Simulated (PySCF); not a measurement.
Compound: C6H6F2.
SMILES with atom numbers: `[CH:1]#[C:2][C@:3]1([F:4])[CH2:5][C@@H:6]([F:7])[CH2:8]1`

Structure used (GFN2-xTB), in Å, numbered top down from 1:
```
atom  x, y, z in Å
C1     2.5365   -0.2521    1.1675
C2     1.3635   -0.1127    0.9742
C3    -0.0579    0.0579    0.7657
F4    -0.6910    0.2206    1.9839
C5    -0.7118   -1.0135   -0.1333
C6    -0.7594    0.0151   -1.2697
F7    -1.9737    0.1309   -1.8933
C8    -0.4327    1.1353   -0.2746
H9     3.5668   -0.3760    1.3224
H10   -0.1388   -1.9204   -0.3070
H11   -1.7094   -1.2619    0.2229
H12   -0.0141   -0.1334   -2.0553
H13    0.3493    1.8361   -0.5547
H14   -1.3280    1.6738    0.0291
```

NICS = −σ at a ghost point: NICS(0) at the centroid of the ring atoms, NICS(1) 1 Å to either side along the normal of their mean plane, zz for the tensor component along that normal. Level: GIAO PBE0/pcSseg-1 (PySCF, non-relativistic, gas phase) on the GFN2-xTB geometry, one conformer.

Ring bond lengths (Å), with Mayer bond orders in brackets: C3–C5 1.544 (1.02), C5–C6 1.533 (1.02), C6–C8 1.534 (1.02), C8–C3 1.544 (1.02).

Problem. What do the NICS probes read (ppm)?

Solution. 
```csv
ring,type,NICS(0),"NICS(1), two faces","NICS(1)zz, two faces",rms pucker (Å),"centre to ring atoms, mean (Å)"
C3–C5–C6–C8,4-membered carbocycle; formal bonds all single,-2.7,-0.3 / -4.1,4.6 / -3.4,0.09,1.08
```

Problem. What do they say, and how far can they be read as aromaticity?

Solution. 
- C3–C5–C6–C8: mean NICS(1)zz 0.6 ppm, near zero. C3, C5, C6, C8 have four or more neighbours, so the value isn't read as a sign of a π ring current. The two faces differ by 8.0 ppm, so no symmetry operation interchanges them.

Problem. What is the mean of the two in-plane components of NICS at the first NICS(1) probe listed for ring C3–C5–C6–C8, 1 Å off the ring?

Solution. The isotropic value is a third of the trace: (3 × -0.3 − (4.6))/2 = -2.8 ppm.

Problem. List the ring angles and the Hirshfeld charges of the ring atoms.

Solution. 
- C3–C5–C6–C8: C3 89.4° (+0.117 e), C5 88.8° (-0.084 e), C6 90.1° (+0.067 e), C8 88.8° (-0.084 e); sum 357.1° against 360° for a flat convex ring.

Problem. How shielded are the nuclei of the rings and their hydrogens (means over atoms taken as equivalent)?

Solution. 
```tsv
atoms	environment	σ isotropic (ppm)	principal values of the symmetric part, first atom (ppm)
C3	sp3 C–F carbon	107.3	73.5, 83.2, 165.2
C5 (×2)	four-membered-ring carbon	137.5	119.9, 129.8, 162.6
C6	sp3 C–F carbon	106.0	66.6, 81.1, 170.3
H10 (×2)	methylene hydrogen	28.66	25.5, 27.6, 32.9
H11 (×2)	methylene hydrogen	28.72	26.2, 27.5, 32.4
H12	methine hydrogen	26.80	22.4, 27.7, 30.3
```
